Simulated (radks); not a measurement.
Values are calculated unless marked as measured or tabulated.
Neutral tantalum inside a hard spherical wall (all orbitals vanish at R), configuration held at [Xe] 4f14 5d3 6s2 and not refilled when levels cross. Level of theory: scalar-relativistic Kohn-Sham, PBE, spin-polarised, spherical densities, point nucleus; open shells are filled with parallel spins first (spin-orbit coupling, left out, can overturn this in heavy ions) (a radial shooting solver on a logarithmic mesh with Libxc functionals). Eigenvalues in eV for spin up, with the zero of energy where the potential of the charges vanishes at infinity; a dash marks a level that is unbound or too diffuse for the functional's potential to be trusted. A positive occupied level is held by the wall or, in an anion where self-interaction has pushed it up, behind a barrier. The pressure on the wall is -dE/dV.

| R (bohr) | E (hartree) | kinetic (hartree) | e(5p) | e(4f) | e(6s) | e(5d) | e(6p, empty) | e(7s, empty) | pressure (GPa) |
|---|---|---|---|---|---|---|---|---|---|
| free | -15604.6060 | 17148.213 | -39.819 | -24.541 | -5.874 | -4.205 | -1.589 | - | 0 |
| 15 | -15604.6060 | 17148.213 | -39.818 | -24.541 | -5.874 | -4.205 | -1.585 | 0.182 | < 0.0001 |
| 12 | -15604.6059 | 17148.214 | -39.812 | -24.534 | -5.869 | -4.199 | -1.557 | 0.679 | 0.00114 |
| 10 | -15604.6053 | 17148.220 | -39.770 | -24.491 | -5.837 | -4.161 | -1.449 | 1.627 | 0.0168 |
| 8 | -15604.5998 | 17148.265 | -39.511 | -24.228 | -5.633 | -3.932 | -0.977 | 4.233 | 0.258 |
| 7 | -15604.5866 | 17148.352 | -39.091 | -23.795 | -5.279 | -3.564 | -0.294 | 7.166 | 1.05 |
| 5 | -15604.4100 | 17149.215 | -36.162 | -20.674 | -2.133 | -0.886 | 4.833 | 24.119 | 21.9 |
| 3 | -15601.8304 | 17158.957 | -22.296 | -4.526 | 27.392 | 15.714 | 45.383 | 123.42 | 1140 |
| 2.5 | -15598.0822 | 17172.668 | -10.404 | 9.134 | 61.650 | 31.841 | 87.558 | 213.11 | 4520 |
| 2 | -15586.6015 | 17212.417 | 18.395 | 38.208 | 147.71 | 70.407 | 186.51 | 408.70 | 23500 |
| 1.5 | -15542.0851 | 17353.572 | 111.31 | 110.51 | 404.23 | 187.12 | 465.53 | 921.67 | 182000 |
